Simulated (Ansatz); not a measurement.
InH3 (SMILES [H][In]([H])[H]): where methods fail along a bond

InH3 has 4 atoms, charge 0, and is taken as a singlet. As SMILES, `[H][In]([H])[H]`. Geometry: a GFN2-xTB relaxation, a rough one for these elements and not checked as a minimum.

| atom | x (Å) | y (Å) | z (Å) |
| --- | --- | --- | --- |
| In | 0.0006 | -0.0007 | -0.0005 |
| H | 1.7189 | -0.0278 | 0.0135 |
| H | -0.8345 | 1.5014 | -0.0178 |
| H | -0.8851 | -1.4729 | 0.0048 |

The In1–H2 distance is scanned; the parts on either side stay rigid. Basis STO-3G, 18 core orbitals frozen in the correlated methods; program Ansatz 0.2.0. FCI is exact within this basis and core. Energies in eV from each method's value at 1.719 Å; methods without a U are spin-restricted. The shape above is that at 1.719 Å.

```csv
distance (Å),HF,BHLYP,HSE06,B2PLYP,RPA@PBE,CCSDT(Q),CCSDTQ,FCI
1.719,0.00,0.00,0.00,0.00,0.00,0.00,0.00,0.00
2.148,1.46,1.41,1.33,1.33,1.11,1.13,1.13,1.13
2.578,3.66,3.36,3.12,3.15,2.73,2.69,2.69,2.69
3.437,7.46,6.54,5.99,5.79,4.98,4.33,4.33,4.33
4.296,9.31,7.98,7.20,6.27,5.32,4.53,4.53,4.53
```

Departure from the FCI curve at its largest: HF +4.77 eV at 4.30 Å; BHLYP +3.45 eV at 4.30 Å; HSE06 +2.66 eV at 4.30 Å; B2PLYP +1.74 eV at 4.30 Å; RPA@PBE +0.79 eV at 4.30 Å; CCSDT(Q) within 0.005 eV; CCSDTQ within 0.005 eV. Restricted functionals keep the electrons paired too, and rise too high. Restricted Hartree–Fock keeps the electrons paired, so it rises far too high as the bond breaks.
